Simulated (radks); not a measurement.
Values are calculated unless marked as measured or tabulated.
Task: These are the eigenvalues of the occupied orbitals of an atom or ion with whole-number occupations (eV). Code: a radial shooting solver on a logarithmic mesh with Libxc functionals. Model: scalar-relativistic Kohn-Sham, PBE, spin-unpolarised, spherical densities, point nucleus.

orbital  eigenvalue
1s        -39888.75
2s        -7273.385
2p        -6638.779
3s        -2336.989
3p        -2133.856
3d        -1852.910

Which element is it, and in what charge state? The configuration may be excited.

Result: Z = 57, lanthanum, charge +30: La30+ in [Ar] 3d9. The list shows which subshells hold electrons but not how many an open one holds; the 1s level, -1465.9 hartree, gives Z - s = 54.1 by -(Z - s)^2/2, which with screening and relativity narrows Z to a few neighbours, and the depths of the outer levels then fix element, charge and occupations together.
